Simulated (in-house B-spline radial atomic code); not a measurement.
HSE06 excitations of the manganese ion Mn⁷⁺

Method: HSE06. Computed with an all-electron radial atomic-structure program (B-spline basis): linear response of the closed shell [Ne] 3s2 3p6 with the functional's adiabatic kernel; non-relativistic, point nucleus, no spin-orbit coupling, no double excitations, S, P, D and F terms only. Only terms of natural parity with L up to 3 were computed.

Command:
```bash
python run_td.py task.json out
```
Settings (radii: box in bohr, nucleus in fm):
```
Z                        25
electrons                18
configuration            [Ne] 3s2 3p6
hamiltonian              nr
method                   hse06
box_radius               12.81
intervals                51
```

Cost of the run: 0.9 s on 1 thread of Intel(R) Xeon(R) Platinum 8375C CPU @ 2.90GHz (Ice Lake), with other jobs on the host.

The lowest states, in the order of their Tamm-Dancoff energies; the method's threshold (minus the highest occupied level) is 185.79 eV. Labels give the largest channel, * marks a mixed state, and oscillator strengths are full-response dipole values. Semilocal kernels can invert the small singlet-triplet splittings of Rydberg terms. Energies in eV:

```tsv
state	full response	Tamm-Dancoff	oscillator strength
3p → 3d 3P	46.22	46.38	-
3p → 3d 3F	46.94	47.19	-
3p → 3d 1F	51.50	51.51	-
3p → 3d 1P	65.96	68.88	3.12
3s → 3d 3D	?	?	-
3s → 3d 1D	86.58	86.71	-
3p → 4s 3P	?	?	-
3p → 4s 1P	99.37	99.42	0.293
3p → 4p 3S	107.25	107.28	-
3p → 4p 3D	108.40	108.41	-
```

Task: Where does 3p → 4s 3P lie?

Result: At 98.32 eV in full response, 98.34 eV in Tamm-Dancoff.

Task: Where does 3s → 3d 3D lie?

Result: At 81.21 eV in full response, 81.28 eV in Tamm-Dancoff.

Task: How large is the singlet-triplet splitting of 3p → 3d (F terms) in Tamm-Dancoff?

Result: 4.32 eV, from the unrounded values.

Task: What polarisabilities and dispersion coefficient does the method give?

Result: Dipole 0.6318 bohr³, quadrupole 0.4652 bohr⁵, C6 0.8383 hartree·bohr⁶ for two such species.
